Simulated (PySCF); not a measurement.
**Relaxation of singlet Lu₂F⁺**

Method: PySCF, PBE0, basis F def2-SVP, Lu def2-SVP with ECP28 (scalar-relativistic core potentials, no spin–orbit coupling, density fitting). A (50,194) grid was used.

A hand-made linear start, of D∞h symmetry, held to at least that symmetry:

Coordinates in bohr (charge 1 multiplicity 1):
```
F     0.0000    0.0000    0.0000
Lu    0.0000    0.0000    4.1854
Lu    0.0000    0.0000   -4.1854
```

**Question.** What does it relax to?

**Answer.** It ends at D∞h with F–Lu 2.082 Å (×2); Lu–F–Lu 180.0°. A frequency run shows a minimum.

**Question.** How much energy is released, and in how many steps?

**Answer.** 18.0 kJ/mol in 5 steps.
